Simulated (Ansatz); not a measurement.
The same path of F2H4Si2 (8 atoms, charge 0, multiplicity 1) was run 3 times with different band settings. Lost on the way: Si1–H2, Si1–F3. Made: H2–F3.

The calculation used RKS PBE0/def2-SVP (Ansatz 0.2.0).

Relaxed end points:

```xyz
8
Properties=species:S:1:pos:R:3
Si 0.173 0.005 0.199
H -0.096 -0.317 1.625
F 1.765 0.265 0.047
Si -0.983 1.835 -0.690
H -2.452 1.569 -0.630
H -0.668 3.055 0.113
H -0.566 2.044 -2.109
F -0.175 -1.312 -0.677
```

```xyz
8
Properties=species:S:1:pos:R:3
Si -0.819 -0.273 0.516
H 1.778 -0.178 1.276
F 1.436 0.247 0.524
Si -1.130 1.799 -0.708
H -2.515 1.842 -1.286
H -0.991 2.988 0.197
H -0.158 1.957 -1.839
F -0.604 -1.240 -0.802
```

Common settings: movable images 5; climbing image yes; optimiser quadratic models (default); start path through a guess of the saddle point; iteration limit 60; end points relaxed.

| run | spring | force threshold |
| --- | --- | --- |
| 1 | 5.0 eV/Å² | 0.03 eV/Å |
| 2 | 20.0 eV/Å² | 0.03 eV/Å |
| 3 | 5.0 eV/Å² | 0.5 eV/Å |

(1) What does each run give, and how far can it be trusted?

Results:

(1) Run 1: converged after 10 iterations, highest image 3.600 eV above the first end. Neighbouring images differ by up to 1.7 eV, so the band resolves the path poorly. A vibrational analysis at the climbing image gives one clearly imaginary mode, 1191i cm⁻¹: a first-order saddle point.
Run 2: converged after 16 iterations, highest image 3.600 eV above the first end. Neighbouring images differ by up to 1.7 eV, so the band resolves the path poorly. Another band between the same ends (5 images) ends at a top of the same energy, where a vibrational analysis finds 1 clearly imaginary mode.
Run 3: converged after 7 iterations, highest image 3.604 eV above the first end. The threshold of 0.5 eV/Å is loose, so the images may lie well off the minimum-energy path. Neighbouring images differ by up to 1.8 eV, so the band resolves the path poorly. The order of the stationary point at the top wasn't checked.
The orbitals stay closed-shell, which can raise the energy where a bond breaks towards radicals; this wasn't checked here.
